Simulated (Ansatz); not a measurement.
The cation of C₄H₃F₅ (`FC1C(F)(F)CC1(F)F`) at the neutral geometry.

```yaml
crystal:
  periodic: [false, false, false]
  atoms:
    - {symbol: F, position_ang: [0.803122, 0.782231, 1.949444]}
    - {symbol: C, position_ang: [-0.063627, 0.490648, 0.960803]}
    - {symbol: C, position_ang: [-0.129070, -0.962963, 0.453054]}
    - {symbol: F, position_ang: [0.987848, -1.656487, 0.730714]}
    - {symbol: F, position_ang: [-1.181308, -1.686680, 0.874548]}
    - {symbol: C, position_ang: [-0.177983, -0.459478, -0.993370]}
    - {symbol: C, position_ang: [0.306418, 0.899917, -0.478169]}
    - {symbol: F, position_ang: [1.628061, 1.082136, -0.638279]}
    - {symbol: F, position_ang: [-0.322765, 1.985888, -0.961308]}
    - {symbol: H, position_ang: [-1.068564, 0.848017, 1.205749]}
    - {symbol: H, position_ang: [0.489838, -0.963170, -1.688681]}
    - {symbol: H, position_ang: [-1.194972, -0.415258, -1.380506]}
basis:
  gaussian: {orbitals: def2-TZVPP}
total_charge: 1
magnetization: {spin_polarized: true, initial_magnetization: 1}
hamiltonian: {xc: {name: wB97M-V}}
```

```sh
$ ansatz run in.yaml --threads 2 --pin off --events-out ev --progress --plain --max-ram 32768MiB --backend cuda --devices 0, --max-vram 18GiB
```

It prints (some lines left out):

```
Functional definition: wB97M-V
1677 factors; their error is unknown
354 factors; integrals over basis functions are off by at most 4.8e-6 eV
mean field evaluation 1: about -17765.9098 eV, gradient 4.5e1 eV
mean field evaluation 2: about -17766.2558 eV, gradient 4.7e1 eV
mean field evaluation 4: about -17771.7094 eV, gradient 1.7e0 eV
mean field evaluation 8: about -17771.7280 eV, gradient 5.4e-2 eV
mean field evaluation 16: about -17771.7188 eV, gradient 2.6e-3 eV
mean field -17771.71881379 eV, -653.0986203031 hartree, gradient 1.3e-5 eV, S^2 0.754121; 1 other end points of the search recorded, 0 dependent functions left out
reference -17771.71884914 eV, -653.0986216021 hartree; 36, 35 occupied and 285, 286 virtual orbitals, 1677 factors
Total energy: -17771.71884914 eV, -653.0986216021 hartree
```

It took 17 s on 2 threads of an AMD EPYC 7R13 on a shared host and a share of an NVIDIA H100 80 GB, with 1.1 GiB of host memory at the peak.
